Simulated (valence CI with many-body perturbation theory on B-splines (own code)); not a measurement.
# As XXIX: calculated level list

Computed by configuration interaction combined with many-body perturbation theory (CI+MBPT): three valence electrons over a frozen Dirac-Fock core [He], a basis of 11 s, 11 p, 10 d, 8 f, 5 g, 2 h functions for each j, with the one-electron correlation potential Σ1, the two-electron term Σ2, the three-electron term Σ3, Breit, model QED; selected CI, second order for the rest, scaled by the run's own slope (own B-spline code, finite nucleus).

No measured spectrum was set against this ion. As an estimate, large intervals hold to a few tenths of a per cent, small ones and those within an open d or f shell to about a per cent.

Levels 46 to 90 of 209, with energies above the lowest level, (2s^2 2p1/2) J=1/2. "Leading %" is the weight of the configuration and term that name the level; weights of strongly mixed levels are sums over their largest components and can fall short. In the jj column 3d3/2^4 stands for four electrons in 3d with j = 3/2. Lifetimes count E1, E2, E3, M1 and M2 decay at the calculated energies, and are blank where another channel may lead or the interval is too uncertain; long ones can be off by a factor of two.

```csv
No.,Configuration,Term,J,E (eV),Leading %,Second component,Lifetime,Leading jj
46,2s 2p 3s,2P°,3/2,1874.9,63,19 % 2s 2p 3d 2D°,101 fs,2s 2p3/2 3s (63 %)
47,2s 2p 3p,2D,5/2,1878.2,60,37 % 2s 2p 3p 4P,57.6 fs,2s 2p3/2 3p3/2 (94 %)
48,2s 2p 3p,2S,1/2,1881.1,68,18 % 2s 2p 3p 2P,41.7 fs,2s 2p3/2 3p3/2 (92 %)
49,2s 2p 3d,4F°,9/2,1892.1,100,,1.13 ns,2s 2p3/2 3d5/2 (100 %)
50,2s 2p 3d,4D°,7/2,1895.5,64,32 % 2s 2p 3d 4F°,17.3 fs,2s 2p3/2 3d5/2 (50 %)
51,2s 2p 3d,4D°,5/2,1896.1,53,14 % 2s 2p 3d 4F°,16.5 fs,2s 2p3/2 3d3/2 (93 %)
52,2p2 3s,4P,1/2,1897.5,57,19 % 2p2 3s 2P,160 fs,2p1/2^2 3s (81 %)
53,2s 2p 3d,4P°,3/2,1897.7,57,36 % 2s 2p 3d 4D°,16.4 fs,2s 2p3/2 3d3/2 (92 %)
54,2s 2p 3d,4P°,1/2,1898.4,89,10 % 2s 2p 3d 4D°,19.1 fs,2s 2p3/2 3d3/2 (96 %)
55,2s 2p 3d,2D°,5/2,1902.7,45,26 % 2s 2p 3d 4P°,24.4 fs,2s 2p3/2 3d5/2 (94 %)
56,2s 2p 3p,2P,1/2,1903.2,64,18 % 2s 2p 3p 2S,99.9 fs,2s 2p3/2 3p1/2 (77 %)
57,2s 2p 3p,2D,3/2,1903.6,69,22 % 2s 2p 3p 2P,174 fs,2s 2p3/2 3p1/2 (86 %)
58,2s 2p 3d,2P°,3/2,1907.7,52,30 % 2s 2p 3d 2D°,24.9 fs,2s 2p3/2 3d5/2 (86 %)
59,2s 2p 3p,2D,5/2,1911.7,86,4 % 2p2 3s 2D,228 fs,2s 2p3/2 3p3/2 (82 %)
60,2s 2p 3d,2F°,7/2,1912.3,92,7 % 2s 2p 3d 4D°,14.4 fs,2s 2p3/2 3d5/2 (51 %)
61,2s 2p 3p,2P,3/2,1914.9,59,26 % 2s 2p 3p 2D,134 fs,2s 2p3/2 3p3/2 (81 %)
62,2s 2p 3d,2P°,1/2,1915.9,87,8 % 2s 2p 3d 4D°,19.1 fs,2s 2p3/2 3d5/2 (93 %)
63,2p2 3p,4D°,1/2,1920.8,49,25 % 2p2 3p 2P°,75.7 fs,2p1/2^2 3p1/2 (89 %)
64,2s 2p 3p,2S,1/2,1920.9,74,13 % 2s 2p 3p 2P,507 fs,2s 2p3/2 3p3/2 (80 %)
65,2p2 3s,4P,3/2,1927.4,90,,200 fs,2p1/2 2p3/2 3s (94 %)
66,2p2 3s,2P,1/2,1935.4,69,19 % 2p2 3s 4P,98.5 fs,2p1/2 2p3/2 3s (86 %)
67,2p2 3p,4D°,3/2,1936.1,40,25 % 2p2 3p 4P°,78.0 fs,2p1/2^2 3p3/2 (82 %)
68,2p2 3s,4P,5/2,1936.9,57,37 % 2p2 3s 2D,135 fs,2p1/2 2p3/2 3s (87 %)
69,2s 2p 3d,2F°,5/2,1939.0,81,7 % 2s 2p 3d 2D°,16.5 fs,2s 2p3/2 3d3/2 (86 %)
70,2s 2p 3d,2F°,7/2,1939.5,90,,31.8 fs,2s 2p3/2 3d5/2 (84 %)
71,2s 2p 3d,2D°,3/2,1940.4,87,8 % 2s 2p 3d 2P°,14.5 fs,2s 2p3/2 3d3/2 (80 %)
72,2p2 3s,2D,3/2,1942.9,52,39 % 2p2 3s 2P,103 fs,2p1/2 2p3/2 3s (90 %)
73,2s 2p 3d,2D°,5/2,1944.7,82,13 % 2s 2p 3d 2F°,14.1 fs,2s 2p3/2 3d5/2 (89 %)
74,2s 2p 3d,2P°,1/2,1945.2,92,,20.6 fs,2s 2p3/2 3d3/2 (84 %)
75,2s 2p 3d,2P°,3/2,1948.6,88,5 % 2p2 3p 4D°,20.5 fs,2s 2p3/2 3d5/2 (77 %)
76,2p2 3p,4P°,1/2,1949.7,34,33 % 2p2 3p 2S°,78.9 fs,2p1/2 2p3/2 3p1/2 (94 %)
77,2p2 3p,4D°,3/2,1953.9,41,31 % 2p2 3p 2D°,80.0 fs,2p1/2 2p3/2 3p1/2 (89 %)
78,2p2 3d,4F,3/2,1956.2,50,14 % 2p2 3d 2D,132 fs,2p1/2^2 3d3/2 (91 %)
79,2p2 3p,4D°,5/2,1960.1,44,24 % 2p2 3p 2D°,113 fs,2p1/2 2p3/2 3p1/2 (82 %)
80,2p2 3p,4P°,5/2,1963.6,40,36 % 2p2 3p 4D°,74.1 fs,2p1/2 2p3/2 3p3/2 (92 %)
81,2p2 3d,4F,5/2,1963.8,32,26 % 2p2 3d 4D,43.1 fs,2p1/2^2 3d5/2 (85 %)
82,2p2 3p,4P°,1/2,1965.6,48,24 % 2p2 3p 2S°,68.1 fs,2p1/2 2p3/2 3p3/2 (94 %)
83,2p2 3p,2D°,3/2,1968.5,52,24 % 2p2 3p 4P°,65.9 fs,2p1/2 2p3/2 3p3/2 (94 %)
84,2p2 3p,4D°,7/2,1972.2,57,40 % 2p2 3p 2F°,94.9 fs,2p1/2 2p3/2 3p3/2 (91 %)
85,2p2 3p,4S°,3/2,1974.1,40,24 % 2p2 3p 2P°,57.6 fs,2p1/2 2p3/2 3p1/2 (80 %)
86,2p2 3s,2D,5/2,1977.2,56,41 % 2p2 3s 4P,99.8 fs,2p3/2^2 3s (90 %)
87,2p2 3p,2P°,3/2,1978.3,58,18 % 2p2 3p 2D°,56.6 fs,2p1/2 2p3/2 3p3/2 (86 %)
88,2p2 3p,2F°,5/2,1981.9,34,34 % 2p2 3p 2D°,71.9 fs,2p1/2 2p3/2 3p3/2 (82 %)
89,2p2 3s,2P,3/2,1982.0,47,42 % 2p2 3s 2D,95.4 fs,2p3/2^2 3s (92 %)
90,2p2 3d,2P,3/2,1986.5,37,36 % 2p2 3d 4F,76.7 fs,2p1/2 2p3/2 3d3/2 (93 %)
```
